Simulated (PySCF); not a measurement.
Isomers of C4H12Si2, one GFN2-xTB conformer each. Single-point energies are computed at PBE0/pcSseg-1 (PySCF, gas phase, no added dispersion term), electronic only.

```json
{"SMILES": "CC/C=C/[SiH2][SiH3]", "GFN2-xTB relative energy (kcal/mol)": "0.0"}
{"SMILES": "C[C@@H]1[SiH2]C[Si@@H]1C", "GFN2-xTB relative energy (kcal/mol)": "1.1"}
```

Conformers: `[CH3:1][CH2:2]/[CH:3]=[CH:4]/[SiH2:5][SiH3:6]` with C1–C2–C3–C4 -119°, C3–C4–Si5–Si6 -112°; `[CH3:1][C@@H:2]1[SiH2:3][CH2:4][Si@@H:5]1[CH3:6]` with C1–C2–Si3–C4 -132°, C2–Si3–C4–Si5 9°, Si3–C4–Si5–C6 106°, C1–C2–Si5–C4 132°.

What does PBE0/pcSseg-1 give for the same structures?

```csv
SMILES,PBE0/pcSseg-1 E (Eh),PBE0/pcSseg-1 (kcal/mol),GFN2-xTB (kcal/mol),point group
C[C@@H]1[SiH2]C[Si@@H]1C,-738.15686,0.0,1.1,C1
CC/C=C/[SiH2][SiH3],-738.11672,25.2,0.0,C1
```

GFN2-xTB puts CC/C=C/[SiH2][SiH3] lowest instead. As drawn, the lower has a four-membered ring, which the higher lacks; the higher has an Si–Si bond and a C=C bond outside aromatic rings, which the lower lacks.

Which frontier levels, dipoles and rotational constants go with these structures?

```tsv
SMILES	HOMO (eV, PBE0/pcSseg-1)	LUMO (eV)	dipole (D)	A, B, C (MHz)
C[C@@H]1[SiH2]C[Si@@H]1C	-7.40	0.23	0.48	2736, 2039, 1414
CC/C=C/[SiH2][SiH3]	-7.40	-0.28	1.29	4510, 797.1, 716.7
```
